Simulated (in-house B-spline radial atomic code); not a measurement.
Ionising the sulfur ion S⁶⁺ with different functionals

Computed with a B-spline radial code for spherical atoms: four-component Dirac-Coulomb Hamiltonian, Fermi nucleus of rms radius 3.2611 fm, spin-restricted, spherical fractional occupations for the functionals. The ionisation energy is the difference of two self-consistent energies, [He] 2s2 2p6 → [He] 2s2 2p5, without Breit or QED terms; ε is the level of the shell that loses the electron (mean over j). The electron is taken from both j subshells in proportion to 2j + 1, so the result is a j average, not the step between ground levels.

Hybrids are left out here: with spherical fractional occupations of an open shell their exact exchange keeps a self-interaction that integer-occupation calculations don't have.

```
           method  rung  ΔSCF (eV)  -ε(2p) (eV)
         LDA VWN5   LDA     282.45       258.06
 relativistic LDA   LDA          ?            ?
         LDA PW92   LDA     282.44       258.05
LDA exchange-only   LDA     280.04       255.67
              PBE   GGA     282.56       258.14
           PBEsol   GGA          ?            ?
             BLYP   GGA     282.66       258.22
             RPBE   GGA     282.51       258.09
             PW91   GGA     282.85       258.42
             BP86   GGA     282.73       258.30
             AM05   GGA     282.16       257.78
             OLYP   GGA     283.42       259.01
```

Q: What does relativistic LDA give?

A: ΔSCF 282.36 eV, and -ε(2p) = 257.98 eV.

Q: What does PBEsol give?

A: ΔSCF 282.25 eV, and -ε(2p) = 257.85 eV.

Q: How do they compare with the NIST value?

A: NIST lists 280.95 eV ± 0.007 (measured, ground level to ground level). Errors run from -0.91 to +2.46 eV; AM05 is closest (+1.21 eV), but part of that can be cancellation, since the calculations leave out Breit-QED terms, spin polarisation, the choice among j levels, multiplet and fine-structure energies.
